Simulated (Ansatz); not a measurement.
Basis sets compared for the cluster Ba₂Te₃. The state is a singlet with charge 0. Geometry PBE0-D4/def2-SVP. Ansatz on 4 threads of Intel Xeon 6975P-C on a shared host; times are rough, and most runs start from earlier orbitals.

```xyz
5

Ba    1.0632   -0.5217    1.7666
Ba   -0.3117    0.3056   -2.0816
Te   -2.0503   -0.8583    0.5481
Te    2.4821   -0.7114   -1.0397
Te   -1.1833    1.7857    0.8066
```

In the def2 sets Ba, Te take a core potential; there is no spin–orbit coupling. The structure comes from a short search, and lower isomers may exist.

Binding counts from free atoms (Ba singlet, Te triplet) in the same basis, without a counterpoise term.

```json
{"level": "PBE-D4/def2-SVP", "functions": "138", "energy (Eh)": "-855.2927", "HOMO (eV)": "-3.95", "LUMO (eV)": "-2.19", "binding per atom (eV)": "2.84", "wall time": "1.3 s"}
{"level": "PBE0-D4/def2-SVP", "functions": "138", "energy (Eh)": "-855.3122", "HOMO (eV)": "-4.74", "LUMO (eV)": "-1.49", "binding per atom (eV)": "2.80", "wall time": "2.2 s"}
```

(1) Estimate the rows for PBE-D4/def2-TZVP (with forces), PBE0-D4/def2-TZVP.

Answers

(1) 
```csv
level,functions,energy (Eh),HOMO (eV),LUMO (eV),binding per atom (eV),wall time
PBE-D4/def2-TZVP (with forces),230,-855.3778,-3.95,-2.19,2.86,2.7 s
PBE0-D4/def2-TZVP,230,-855.3959,-4.72,-1.47,2.83,4.4 s
```
